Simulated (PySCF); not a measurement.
CdF2 (SMILES [F][Cd][F]), singlet, geometry from GFN2-xTB (such geometries of metal compounds can be far from the true shape) (core potentials on Cd). Base run: HF/def2-SVPD (PySCF).

PySCF was given this input:
```python
from pyscf import gto, scf, solvent

mol = gto.M(
    atom='''
Cd    0.307784   -0.021397   -0.079570
F    -1.004021    1.167978   -0.795431
F    -0.637491   -1.053861    1.219804
''',
    basis='def2-svpd',
    ecp={'Cd': 'def2-svpd'},
    charge=0,
    spin=0,
    verbose=4,
)

mf = scf.RHF(mol)
mf.kernel()
```

Variants of this job, named by their change:

| change | ΔE vs base (kcal/mol) | dipole (D) | HOMO-LUMO gap (eV) |
|---|---|---|---|
| base | 0.000 | 7.56 | 12.45 |
| model = IEF-PCM; solvent = 2-propanol; lebedev_order = 41 | -44.85 | 9.11 | 14.56 |
| model = SS(V)PE; solvent = 2-propanol | -44.72 | 9.10 | 14.56 |
| model = COSMO; solvent = 2-propanol | -44.47 | 9.10 | 14.54 |
| model = ddCOSMO; solvent = 2-propanol | -65.4 | 9.50 | 14.58 |
| model = C-PCM; solvent = 2-propanol | -45.81 | 9.14 | 14.60 |
| model = IEF-PCM; solvent = n-hexane | -17.40 | 8.19 | 13.30 |
| model = IEF-PCM; solvent = 2-propanol; vdw_scale = 1.0 | -80.0 | 9.72 | 14.91 |
| model = IEF-PCM; solvent = water | -47.75 | 9.20 | 14.68 |
| model = IEF-PCM; solvent = 2-propanol; vdw_scale = 1.4 | -27.85 | 8.67 | 14.11 |
| model = IEF-PCM; solvent = 2-propanol; lebedev_order = 11 | -44.57 | 9.10 | 14.53 |
| model = IEF-PCM; solvent = 2-propanol; r_probe = 0.5 | -21.56 | 8.47 | 13.86 |

The base is the gas phase, so ΔE is the electrostatic part of solvation at a fixed geometry, without cavity and dispersion terms.
